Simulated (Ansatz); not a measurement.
Ansatz results at the PBE0-D4/def2-TZVP geometry: LUMO energy (PBE/def2-TZVPP) -2.00 eV; HOMO energy (ωB97M-V/def2-TZVPP) -10.14 eV; LUMO energy (ωB97M-V/def2-TZVPP) 1.24 eV.

Each molecule was computed in one conformer, which needn't be the lowest.

Which molecule gave them?
A. `N=CC([SiH3])Cl`
B. `C=[C]1[SiH2][GeH2]1`
C. `C=[CH][AlH][OH]`
D. `[SiH3]C1CCC1`

A. The others give `[SiH3]C1CCC1`: -0.03, -10.25, 2.35; `C=[C]1[SiH2][GeH2]1`: -2.19, -8.82, 0.78; `C=[CH][AlH][OH]`: -2.02, -10.21, 0.64.
